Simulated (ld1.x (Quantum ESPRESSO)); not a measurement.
**cobalt: excitation energies, all-electron against PAW**

```
Element                 : cobalt
Generator               : ld1.x (Quantum ESPRESSO) 7.5
Type                    : PAW
Functional              : PBE
Relativity              : scalar-relativistic
Frozen core             : [Ne]
Valence charge          : 17
Reference configuration : 3s2 3p6 3d7 4s1 4p0 (charge +1)
Partial waves           : 3s (bound): rcut 1.05, rcutus 1.25 bohr; 4s (bound): rcut 1.05, rcutus 1.25 bohr; 3p (bound): rcut 1.55, rcutus 1.80 bohr; 4p (bound, empty): rcut 1.55, rcutus 1.80 bohr; 3d (bound): rcut 1.60, rcutus 1.75 bohr; 3d channel at -0.6 Ry: rcut 1.60, rcutus 1.75 bohr
Local potential         : all-electron potential smoothed inside 1.75 bohr (lloc = -1)
Core correction         : Bessel-smoothed model core, default radius (core density twice the valence density)
Augmentation charge     : PSQ, radius 1.15 bohr
```

Energies are relative to the spin-unpolarised reference configuration 3s2 3p6 3d7 4s1 4p0; without spin polarisation the order of configurations can differ from experiment.

```
valence configuration  charge  ΔE all-electron (eV)  error AE − PS (meV)
  3s2 3p6 3d7 4s2 4p0       0                -9.030                 +0.2
  3s2 3p6 3d7 4s0 4p0      +2                16.786                 -2.9
  3s2 3p6 3d6 4s0 4p0      +3                52.656                  -15
3s2 3p6 3d7 4s1.5 4p0    +0.5                -5.428                 +0.3
  3s2 3p6 3d8 4s0 4p0      +1                -2.559                 -9.6
```

Task: What are ΔE and the potential's error for 3s2 3p6 3d7 4s0 4p2?

Result: ΔE = -0.052 eV all-electron; the error (AE − PS) is -0.1 meV.

Task: What are ΔE and the potential's error for 3s2 3p6 3d7 4s1 4p1?

Result: ΔE = -4.679 eV all-electron; the error (AE − PS) is +0.3 meV.

Levels in the configuration 3s2 3p6 3d7 4s1 4p1:

| level | all-electron (eV) | pseudo (eV) |
| --- | --- | --- |
| 3s | -104.265 | -104.265 |
| 3p | -67.502 | -67.503 |
| 3d | -10.013 | -10.013 |
| 4s | -6.622 | -6.622 |
| 4p | -2.119 | -2.119 |
